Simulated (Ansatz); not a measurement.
`[CH3][GeH]([SiH3])[Cl]` → `[CH2]` (triplet) + `[SiH3][GeH2][Cl]` at 298.15 K and 1 bar (formal loss of a carbene).

Calculated with Ansatz (gas phase, PBE0-D4/def2-TZVP geometries, no zero-point term in ΔE). CCSD(T)/CBS adds triple-zeta CCSD(T) − MP2 to the extrapolated MP2 energy (def2 sets, frozen cores). This one scheme is used for every species. Triplets are unrestricted, without spin–orbit coupling. For Ge outer-core shells are correlated without core-valence functions, which leaves a few kJ/mol of doubt a bond. Scalar relativity is left out up to krypton.

```tsv
species	CCSD(T)/CBS energy (Eh)	H − E (kJ/mol)	S (J/(mol·K))
`[CH3][GeH]([SiH3])[Cl]`	-2867.28258	209.8	376.7
`[CH2]` (triplet)	-39.09499	55.4	195.3
`[SiH3][GeH2][Cl]`	-2828.00643	128.6	337.0
```

H − E and S are ideal-gas, rigid-rotor, harmonic terms from PBE0-D4/def2-TZVP, for one conformer and one mirror image of each species, with the whole ground term of open shells counted as degenerate. 1 Eh = 2625.50 kJ/mol, R = 8.31446 J/(mol·K).

**Question.** By hand: ΔE, ΔH, ΔS and ΔG.

**Answer.** ΔE = (-39.09499) + (-2828.00643) − (-2867.28258) = 0.18116 Eh = 475.6 kJ/mol. Δ(H − E) = 55.4 + 128.6 − 209.8 = -25.8, so ΔH = 449.8 kJ/mol. ΔS = 195.3 + 337.0 − 376.7 = 155.6 J/(mol·K). ΔG = 449.8 − 298.15 × (155.6)/1000 = 403.4 kJ/mol.

**Question.** By hand: the equilibrium constant, and the temperature at which ΔG would vanish if ΔH and ΔS stayed fixed.

**Answer.** log₁₀ K = −ΔG/(RT ln 10) = -70.7. ΔG = 0 at ΔH/ΔS = 2891 K, far beyond where these terms or the molecules hold.

The number of gas molecules changes by +1, which sets the sign of ΔS. A doubt of 5 kJ/mol in ΔE shifts log₁₀ K by 0.9 here. Other conformers and mirror images would add mixing entropy, several J/(mol·K) or more a flexible species. A triplet takes part, so the spin changes. These are equilibria of isolated gas molecules and say nothing of rates. Largest T1 diagnostic: 0.011 (customary marks: 0.02 for closed shells, 0.045 for open ones).
